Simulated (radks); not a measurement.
Spherical jellium clusters: N electrons in a uniform positive sphere of charge N and radius rs N^(1/3), rs = 3.15 bohr. Method: non-relativistic Kohn-Sham, PBE, spin-polarised, spherical densities; computed with a radial shooting solver with Libxc functionals. Levels are named by radial order and angular momentum (1s, 1p, 1d, 2s, ...), and open shells are averaged over m.

N = 7, configuration 1s2 1p(up 3, down 2). This is the lowest configuration that the search found. Occupied and some empty levels:

| level | occupation | eigenvalue (eV) | <r> (bohr) |
|---|---|---|---|
| 1s up | 1 | -5.8425 | 4.140 |
| 1s down | 1 | -5.6281 | 4.083 |
| 1p up | 3 | -3.7909 | 5.182 |
| 1p down | 2 | -3.5249 | 5.201 |
| 1d up | 0 | -1.5086 | 6.421 |
| 1d down | 0 | -1.2681 | 6.555 |
| 2s up | 0 | -1.2034 | 7.286 |
| 2s down | 0 | -1.0972 | 7.404 |

Energy (eV): total -11.1581, kinetic 17.639, external -254.69, Hartree 122.81, exchange-correlation -29.682, background 132.77.

Electron density:

| r (bohr) | n(r) (e/bohr^3) |
|---|---|
| 0.207 | 0.005988 |
| 0.728 | 0.006320 |
| 1.25 | 0.006941 |
| 1.77 | 0.007689 |
| 2.29 | 0.008355 |
| 2.81 | 0.008725 |
| 3.33 | 0.008637 |
| 3.85 | 0.008023 |
| 4.37 | 0.006936 |
| 4.89 | 0.005547 |
| 5.42 | 0.004085 |
| 5.94 | 0.002776 |
| 6.46 | 0.001757 |
| 6.98 | 0.001057 |
| 7.50 | 0.0006155 |
| 8.02 | 0.0003513 |
| 8.54 | 0.0001981 |
| 9.06 | 0.0001111 |
| 9.58 | 0.00006183 |
| 10.1 | 0.00003434 |
